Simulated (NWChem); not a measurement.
Program: NWChem. System: silacyclobutane (C$_{3}$H$_{8}$Si), charge 0, spin multiplicity 1, at a geometry optimised with B3LYP/def2-SVP. Level: B3LYP/cc-pVDZ, VWN1-RPA local correlation.

Job file:

```
start mol
memory heap 200 mb stack 900 mb global 1100 mb
geometry units angstroms nocenter noautoz
  C     -1.001997    -0.905799     0.000000
  C     -0.145588    -0.399743    -1.206433
  Si     0.646805     0.845957     0.000000
  C     -0.145588    -0.399743     1.206433
  H     -1.200869    -1.991331     0.000000
  H     -1.982525    -0.401274     0.000000
  H      0.584865    -1.160614    -1.528475
  H     -0.704539    -0.065544    -2.092757
  H     -0.002873     2.191864     0.000000
  H      2.129392     1.041369     0.000000
  H      0.584865    -1.160614     1.528475
  H     -0.704539    -0.065544     2.092757
  symmetry group Cs
end
basis spherical
  * library cc-pvdz
end
dft
  xc b3lyp
  semidirect memsize 60000000 filesize 0
  iterations 100
end
task dft energy
```

Part of the output:

```
             Northwest Computational Chemistry Package (NWChem) 7.3.0
             --------------------------------------------------------

                                NWChem Input Module
                                -------------------

 Scaling coordinates for geometry "geometry" by  1.889725989
 (inverse scale =  0.529177249)

 Turning off AUTOSYM since
 SYMMETRY directive was detected!

                             Geometry "geometry" -> ""
                             -------------------------

 Output coordinates in angstroms (scale by  1.889725989 to convert to a.u.)

  No.       Tag          Charge          X              Y              Z
 ---- ---------------- ---------- -------------- -------------- --------------
    1 C                    6.0000    -1.00199700    -0.90579900     0.00000000
    2 C                    6.0000    -0.14558800    -0.39974300    -1.20643300
    3 Si                  14.0000     0.64680500     0.84595700     0.00000000
    4 C                    6.0000    -0.14558800    -0.39974300     1.20643300
    5 H                    1.0000    -1.20086900    -1.99133100     0.00000000
    6 H                    1.0000    -1.98252500    -0.40127400     0.00000000
    7 H                    1.0000     0.58486500    -1.16061400    -1.52847500
    8 H                    1.0000    -0.70453900    -0.06554400    -2.09275700
    9 H                    1.0000    -0.00287300     2.19186400     0.00000000
   10 H                    1.0000     2.12939200     1.04136900     0.00000000
   11 H                    1.0000     0.58486500    -1.16061400     1.52847500
   12 H                    1.0000    -0.70453900    -0.06554400     2.09275700

 Effective nuclear repulsion energy (a.u.)     167.3834965079

            Nuclear Dipole moment (a.u.)
            ----------------------------
        X                 Y               Z
 ---------------- ---------------- ----------------
     0.0000170075     0.0000000000     0.0000000000

      Symmetry information
      --------------------

 Group name             Cs
 Group number              2
 Group order               2
 No. of unique centers     9

      Symmetry unique atoms

     1    2    3    5    6    7    8    9   10


 Summary of "ao basis" -> "" (spherical)
 ------------------------------------------------------------------------------
       Tag                 Description            Shells   Functions and Types
 ---------------- ------------------------------  ------  ---------------------
 *                          cc-pvdz                   on all atoms

                                 NWChem DFT Module
                                 -----------------

 Summary of "ao basis" -> "ao basis" (spherical)
 ------------------------------------------------------------------------------
       Tag                 Description            Shells   Functions and Types
 ---------------- ------------------------------  ------  ---------------------
 C                          cc-pvdz                  6       14   3s2p1d
 Si                         cc-pvdz                  8       18   4s3p1d
 H                          cc-pvdz                  3        5   2s1p

 Summary of "ao basis" -> "ao basis" (spherical)
 ------------------------------------------------------------------------------
       Tag                 Description            Shells   Functions and Types
 ---------------- ------------------------------  ------  ---------------------
 C                          cc-pvdz                  6       14   3s2p1d
 Si                         cc-pvdz                  8       18   4s3p1d
 H                          cc-pvdz                  3        5   2s1p

      Symmetry analysis of basis
      --------------------------

        a'         63
        a"         37

            General Information
            -------------------
          SCF calculation type: DFT
          Wavefunction type:  closed shell.
          No. of atoms     :    12
          No. of electrons :    40
           Alpha electrons :    20
            Beta electrons :    20
          Charge           :     0
          Spin multiplicity:     1
          Use of symmetry is: on ; symmetry adaption is: on
          Maximum number of iterations: 100
          AO basis - number of functions:   100
                     number of shells:    50
          Convergence on energy requested:  1.00D-06
          Convergence on density requested:  1.00D-05
          Convergence on gradient requested:  5.00D-04

              XC Information
              --------------
                         B3LYP Method XC Potential
                     Hartree-Fock (Exact) Exchange  0.200
                        Slater Exchange Functional  0.800 local
                    Becke 1988 Exchange Functional  0.720 non-local
              Lee-Yang-Parr Correlation Functional  0.810
                  VWN I RPA Correlation Functional  0.190 local

             Grid Information
             ----------------
          Grid used for XC integration:  medium
          Radial quadrature: Mura-Knowles
          Angular quadrature: Lebedev.
          Tag              B.-S. Rad. Rad. Pts. Rad. Cut. Ang. Pts.
          ---              ---------- --------- --------- ---------
          C                   0.70       49          10.0       434
          Si                  1.10       88          10.0       590
          H                   0.35       45          11.0       434
          Grid pruning is: on
          Number of quadrature shells:   456
          Spatial weights used:  Erf1

          Convergence Information
          -----------------------
          Convergence aids based upon iterative change in
          total energy or number of iterations.
          Levelshifting, if invoked, occurs when the
          HOMO/LUMO gap drops below (HL_TOL):  1.00D-02
          DIIS, if invoked, will attempt to extrapolate
          using up to (NFOCK): 10 stored Fock matrices.

                    Damping( 0%)  Levelshifting(0.5)       DIIS
                  --------------- ------------------- ---------------
          dE  on:    start            ASAP                start
          dE off:    2 iters        100 iters           100 iters

      Screening Tolerance Information
      -------------------------------
          Density screening/tol_rho:  1.00D-10
          AO Gaussian exp screening on grid/accAOfunc:  14
          CD Gaussian exp screening on grid/accCDfunc:  20
          XC Gaussian exp screening on grid/accXCfunc:  20
          Schwarz screening/accCoul:  1.00D-08

      Superposition of Atomic Density Guess
      -------------------------------------

 Sum of atomic energies:        -405.82793827

      Non-variational initial energy
      ------------------------------

 Total energy =    -408.379033
 1-e energy   =    -888.007410
 2-e energy   =     312.244880
 HOMO         =      -0.322195
 LUMO         =       0.045096

      Symmetry analysis of molecular orbitals - initial
      -------------------------------------------------

  Numbering of irreducible representations:

     1 a'          2 a"

  Orbital symmetries:

     1 a'          2 a'          3 a"          4 a'          5 a'
     6 a'          7 a'          8 a"          9 a'         10 a"
    11 a'         12 a'         13 a'         14 a'         15 a"
    16 a"         17 a'         18 a'         19 a"         20 a'
    21 a"         22 a'         23 a'         24 a'         25 a'
    26 a'         27 a"         28 a'         29 a"         30 a"

------------------------------------------------------------
EAF file 0: "./mol.aoints.0" size=524288 bytes
------------------------------------------------------------
               write      read    awrite     aread      wait
               -----      ----    ------     -----      ----
     calls:        1         0         0         0         0
   data(b): 5.24e+05  0.00e+00  0.00e+00  0.00e+00
   time(s): 0.00e+00  0.00e+00  0.00e+00  0.00e+00  0.00e+00
rate(mb/s): 0.00e+00  0.00e+00
------------------------------------------------------------

   convergence    iter        energy       DeltaE   RMS-Dens  Diis-err    time
 ---------------- ----- ----------------- --------- --------- ---------  ------
 d= 0,ls=0.0,diis     1   -408.5829896068 -5.76D+02  6.68D-03  2.98D-01     2.4
 d= 0,ls=0.0,diis     2   -408.6139438752 -3.10D-02  2.43D-03  3.85D-02     2.7
 d= 0,ls=0.0,diis     3   -408.6147539537 -8.10D-04  1.24D-03  3.59D-02     3.1
 d= 0,ls=0.0,diis     4   -408.6197209281 -4.97D-03  1.58D-04  2.44D-04     3.4
 d= 0,ls=0.0,diis     5   -408.6197584908 -3.76D-05  3.90D-05  2.70D-05     3.7
  Resetting Diis
 d= 0,ls=0.0,diis     6   -408.6197619256 -3.43D-06  1.10D-05  2.18D-06     4.1
 d= 0,ls=0.0,diis     7   -408.6197621990 -2.73D-07  5.38D-06  1.50D-07     4.4

         Total DFT energy =     -408.619762198952
      One electron energy =     -892.266054396462
           Coulomb energy =      356.474578426254
    Exchange-Corr. energy =      -40.211782736606
 Nuclear repulsion energy =      167.383496507862

 Numeric. integr. density =       40.000001232437

     Total iterative time =      3.6s

                  Occupations of the irreducible representations
                  ----------------------------------------------

                     irrep           alpha         beta
                     --------     --------     --------
                     a'               14.0         14.0
                     a"                6.0          6.0

                       DFT Final Molecular Orbital Analysis
                       ------------------------------------

 Vector   18  Occ=2.000000D+00  E=-3.192914D-01  Symmetry=a'
              MO Center=  2.0D-01,  3.6D-01, -1.8D-14, r^2= 4.4D+00
   Bfn.  Coefficient  Atom+Function         Bfn.  Coefficient  Atom+Function
  ----- ------------  ---------------      ----- ------------  ---------------
    86     -0.238546  10 H  s                81      0.237344   9 H  s
    66      0.198513   6 H  s                36     -0.177791   3 Si px
     4     -0.173755   1 C  px               71      0.174527   7 H  s
    91      0.174527  11 H  s                82      0.168929   9 H  s
    18      0.160913   2 C  px               50      0.160913   4 C  px

 Vector   19  Occ=2.000000D+00  E=-2.886787D-01  Symmetry=a"
              MO Center=  7.6D-02, -1.5D-02,  4.1D-14, r^2= 2.7D+00
   Bfn.  Coefficient  Atom+Function         Bfn.  Coefficient  Atom+Function
  ----- ------------  ---------------      ----- ------------  ---------------
    38      0.311995   3 Si pz               20     -0.228138   2 C  pz
    52     -0.228138   4 C  pz               19     -0.219489   2 C  py
    51      0.219489   4 C  py               41      0.184076   3 Si pz
    17     -0.154014   2 C  s                49      0.154014   4 C  s
    76      0.129499   8 H  s                96     -0.129499  12 H  s

 Vector   20  Occ=2.000000D+00  E=-2.777533D-01  Symmetry=a'
              MO Center=  1.8D-02, -8.2D-02, -3.7D-14, r^2= 3.4D+00
   Bfn.  Coefficient  Atom+Function         Bfn.  Coefficient  Atom+Function
  ----- ------------  ---------------      ----- ------------  ---------------
    37     -0.236530   3 Si py               19      0.233184   2 C  py
    51      0.233184   4 C  py               61      0.212649   5 H  s
     5     -0.193368   1 C  py                4     -0.175810   1 C  px
    86     -0.162706  10 H  s                18      0.161477   2 C  px
    50      0.161477   4 C  px               62      0.145850   5 H  s

 Vector   21  Occ=0.000000D+00  E= 2.382636D-02  Symmetry=a"
              MO Center=  6.3D-01,  8.4D-01,  1.6D-14, r^2= 4.3D+00
   Bfn.  Coefficient  Atom+Function         Bfn.  Coefficient  Atom+Function
  ----- ------------  ---------------      ----- ------------  ---------------
    41      1.038813   3 Si pz               17      0.772775   2 C  s
    49     -0.772775   4 C  s                38      0.249808   3 Si pz
    22      0.243126   2 C  py               54     -0.243126   4 C  py
     9      0.176621   1 C  pz               77     -0.145260   8 H  s
    97      0.145260  12 H  s                19      0.119913   2 C  py

 Vector   22  Occ=0.000000D+00  E= 4.814927D-02  Symmetry=a'
              MO Center=  5.0D-03, -3.2D-01, -1.4D-14, r^2= 6.5D+00
   Bfn.  Coefficient  Atom+Function         Bfn.  Coefficient  Atom+Function
  ----- ------------  ---------------      ----- ------------  ---------------
     3      1.015303   1 C  s                17      0.830472   2 C  s
    49      0.830472   4 C  s                40      0.752531   3 Si py
    87     -0.705603  10 H  s                62     -0.614023   5 H  s
    39      0.582239   3 Si px               72     -0.558565   7 H  s
    92     -0.558565  11 H  s                82     -0.429845   9 H  s

 Vector   23  Occ=0.000000D+00  E= 6.132387D-02  Symmetry=a'
              MO Center= -1.3D-01, -6.3D-03,  1.8D-15, r^2= 5.8D+00
   Bfn.  Coefficient  Atom+Function         Bfn.  Coefficient  Atom+Function
  ----- ------------  ---------------      ----- ------------  ---------------
    82      0.845403   9 H  s                77      0.695156   8 H  s
    97      0.695156  12 H  s                40     -0.647006   3 Si py
    39      0.611477   3 Si px               67      0.548381   6 H  s
    62     -0.531750   5 H  s                87     -0.508069  10 H  s
    72     -0.430339   7 H  s                92     -0.430339  11 H  s

 center of mass
 --------------
 x =   0.03334523 y =   0.04143470 z =  -0.00000000

 moments of inertia (a.u.)
 ------------------
         339.084213952227        -113.322097357592           0.000000000000
        -113.322097357592         301.331021578405           0.000000000000
           0.000000000000           0.000000000000         294.247883473964

     Multipole analysis of the density
     ---------------------------------

     L   x y z        total         alpha         beta         nuclear
     -   - - -        -----         -----         ----         -------
     0   0 0 0     -0.000000    -20.000000    -20.000000     40.000000

     1   1 0 0     -0.077795     -0.038906     -0.038906      0.000017
     1   0 1 0     -0.175111     -0.087555     -0.087555      0.000000
     1   0 0 1     -0.000000     -0.000000     -0.000000      0.000000

     2   2 0 0    -25.780576    -55.241374    -55.241374     84.702171
     2   1 1 0     -0.534819    -32.294839    -32.294839     64.054860
     2   1 0 1      0.000000      0.000000      0.000000      0.000000
     2   0 2 0    -26.026922    -65.824411    -65.824411    105.621901
     2   0 1 1      0.000000      0.000000      0.000000     -0.000000
     2   0 0 2    -25.383135    -67.860051    -67.860051    110.336968

 Task  times  cpu:        4.4s     wall:        4.4s

 Total times  cpu:        4.4s     wall:        4.4s
```
